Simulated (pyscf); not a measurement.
Single points on ωB97X-D3(BJ)/def2-SVP structures (PySCF, gas phase). Correlated levels are frozen-core, on RHF or UHF. ΔMP2 is the change of the MP2 total energy from the triple- to the quadruple-zeta basis.

PBE/def2-TZVP puts the barrier of `[BH]=[O]` -> `[B][OH]` [singlet] (hydrogen shift; singlet surface; B–H broken, H–O formed) at 293.8 kJ/mol and the reaction energy at +204.3 kJ/mol, from the reactant's lowest minimum found. What do M06-2X/def2-TZVP, ωB97M-D3(BJ)/def2-TZVP, CCSD(T)/def2-TZVPP + ΔMP2(QZVPP) give on the same structures?

M06-2X: ΔE‡ = 313.6 kJ/mol, ΔE = +187.0 kJ/mol; ωB97M-D3(BJ): ΔE‡ = 307.7 kJ/mol, ΔE = +186.1 kJ/mol; CCSD(T): ΔE‡ = 309.8 kJ/mol, ΔE = +185.9 kJ/mol. PBE's barrier lies under all of them, by 14.0 to 19.8 kJ/mol. Its reaction energy lies over all of them, by 17.4 to 18.4 kJ/mol. Low barriers are usual for a GGA, whose delocalisation error favours stretched bonds. The CCSD(T) − MP2 part came from Ansatz, without density fitting, on the same reference.
